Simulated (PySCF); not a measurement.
Point-charge models of 1-isocyanato-1-silacyclopent-3-ene (`C1=CC[SiH](C1)N=C=O`) against its computed dipole.

Coordinates (PBE0-D3(BJ)/def2-TZVP, Å) and charges (e) from the PBE0/pcSseg-2 density (PySCF):

```
atom       x       y       z  Mulliken      IAO  Hirshfeld  ESP-fitted
  O1   4.055   0.115  -0.761   -0.3121  -0.3839    -0.2054     -0.4239
  C2   3.056   0.105  -0.158   +0.4642  +0.5425    +0.2479     +0.6963
  N3   2.056   0.096   0.490   -0.5186  -0.5829    -0.2361     -0.5582
 Si4   0.412   0.060   0.983   +0.7264  +1.0915    +0.4303     +0.4807
  C5  -0.603   1.389   0.126   -0.2234  -0.5883    -0.1741     -0.1022
  C6  -1.411   0.575  -0.849   -0.0809  -0.1560    -0.0527     -0.1781
  C7  -1.363  -0.756  -0.785   -0.0810  -0.1560    -0.0528     -0.1928
  C8  -0.500  -1.414   0.258   -0.2234  -0.5884    -0.1742     -0.0903
  H9   0.421   0.131   2.464   -0.1105  -0.1390    -0.0774     -0.1065
 H10  -1.248   1.929   0.828   +0.0678  +0.1646    +0.0491     +0.0545
 H11   0.010   2.144  -0.375   +0.0700  +0.1638    +0.0487     +0.0685
 H12  -2.027   1.077  -1.589   +0.0418  +0.1519    +0.0495     +0.1152
 H13  -1.939  -1.369  -1.472   +0.0418  +0.1518    +0.0494     +0.1181
 H14   0.170  -2.163  -0.175   +0.0699  +0.1639    +0.0486     +0.0652
 H15  -1.104  -1.937   1.008   +0.0680  +0.1646    +0.0492     +0.0535
```

Q: Form Σ q r in debye for every column and set it beside the full dipole.

A: The full density gives (-2.58, -0.07, 0.56) D, 2.64 D in size; dipole vectors point from the negative to the positive end.

| scheme | μx | μy | μz | size (D) | share of the full size (%) | angle to the full dipole (°) |
| --- | --- | --- | --- | --- | --- | --- |
| Mulliken | -2.41 | -0.01 | 1.71 | 2.96 | 112 | 23 |
| IAO | -2.80 | -0.01 | 2.06 | 3.48 | 132 | 24 |
| Hirshfeld | -1.83 | -0.03 | 0.79 | 1.99 | 75 | 11 |
| ESP-fitted | -2.60 | -0.07 | 0.58 | 2.67 | 101 | 0 |

Q: Which set comes closest?

A: Length of the difference vector: ESP-fitted 0.03 D, Hirshfeld 0.79 D, Mulliken 1.17 D, IAO 1.51 D. Closest: ESP-fitted. ESP charges are fitted to the potential around the molecule, whose slowest-falling term is the dipole's. The schemes that divide the density aren't constrained to reproduce the dipole.

Q: What is left for the Hirshfeld atoms' own dipoles?

A: The shares of the density sum to the whole, so what Σ q r misses lies in dipoles about the nuclei. The atomic dipoles sum to (-2.58, -0.07, 0.56) − (-1.83, -0.03, 0.79) = (-0.75, -0.04, -0.23) D, 0.79 D in size.

Q: With the origin at the mean of the coordinates, (-0.001, -0.001, -0.001) Å, which are the largest single terms, by size, of the ESP-fitted dipole along the direction of the full one?

A: C2 -10.11, O1 +8.40, N3 +5.11, C7 -1.10, C6 -1.01 D; all 15 atoms together +2.67 D. The single terms depend on the origin, their sum doesn't.

Q: Give the size of the full dipole in other units.

A: 2.64 D = 1.038 au = 0.549 e·Å = 8.80 × 10⁻³⁰ C·m.

The structure is a single PBE0-D3(BJ)/def2-TZVP conformer in the gas phase; no vibrational or solvent corrections.
